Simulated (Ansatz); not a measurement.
Reaction (redistribution): `[NH]=[V]([NH2])([Cl])[Cl]` + `N[Si]1(O)CN1` → `[NH]=[V]([NH2])([NH2])[Cl]` + `O[Si]1(Cl)CN1`

Calculated with Ansatz (gas phase, PBE0-D4/def2-TZVP geometries, no zero-point term in ΔE). CBS: MP2 limit from def2 TZ/QZ plus the TZ coupled-cluster correction, frozen cores. DFT in def2-TZVPP. B3LYP here is the variant with VWN-RPA as its local correlation; programs differ in this. For V outer-core shells are correlated without core-valence functions, which leaves a few kJ/mol of doubt a bond. Scalar relativity is left out up to krypton. One conformer a species, not always the lowest.

```csv
level,ΔE (kJ/mol),difference from CCSD(T)/CBS
r2SCAN-D4,39.3,1.3
ωB97X-V,36.8,-1.2
B2PLYP,49.2,11.2
PBE,34.9,-3.1
PBE0,37.8,-0.2
B3LYP,39.8,1.8
SCS-MP2/def2-TZVPP,59.9,21.9
HF/def2-QZVPP,44.7,6.7
SCS-MP2/def2-QZVPP,58.5,20.5
MP2/CBS(def2),60.2,22.2
CCSD(T)/CBS,38.0,0
```

Largest T1 diagnostic among the species: 0.031, so the coupled-cluster value is less sure than usual.
